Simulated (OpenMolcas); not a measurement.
Pt4+ among 6 point charges of -1.7 e arranged as a trigonal antiprism (D3d), 2.27 Å from the ion, with a polar angle of 60.8° against the regular 54.74°.

- Program: OpenMolcas 26.06
- Method: SS-CASPT2, IPEA 0.25 Eh, imaginary shift 0.1 Eh (closed shells correlated: 5s 5p)
- Basis: ANO-RCC-VDZP [7s6p4d2f]
- Scalar Hamiltonian: DKH2, point nucleus
- Active space: 6 electrons in 5 orbitals (5d)
- State averaging: 2S+1 = 5 even, 5 roots; 2S+1 = 3 even, 45 roots; 2S+1 = 1 even, 50 roots
- Spin-orbit coupling: state interaction with AMFI integrals over the reference wave functions

(1) What is the spin-free ground state (labels of D3, the rotations of D3d)?

(2) Where is the first state of the same spin?

(3) What are the lowest two levels with spin-orbit coupling?

(4) What is χT at 300 K?

Answers

(1) 5A1, 1-fold in its orbital part, 100 % from free-ion D terms; it has the highest spin that d6 allows.

(2) 5E at 2490 cm-1 above the ground state.

(3) A 1-fold level A1, then a 2-fold level E 330 cm-1 above it. Their leading multiplicities are 5 (78 %) and 5 (79 %).

(4) 3.92 cm3 K/mol.

Roots that are degenerate in the reference are averaged as groups; the widest CASPT2 spread within a group is 60 cm-1 (the 2-fold group of multiplicity 1 near 78100 cm-1 above the lowest state of its run). Shifts and gaps below about the spread of the groups concerned are not significant. Spin-orbit coupling mixes the spin-free states strongly: the lowest level takes only 55 % from its leading state, 5A1. Point charges give a weaker field than real ligands, and real ions of this kind are as a rule low spin; the high spin found here belongs to the model. Free-ion shares, where given, are those of the reference states; single-state CASPT2 does not remix them. This is an electrostatic model: the charges have no orbitals. No measured value stands beside these numbers.
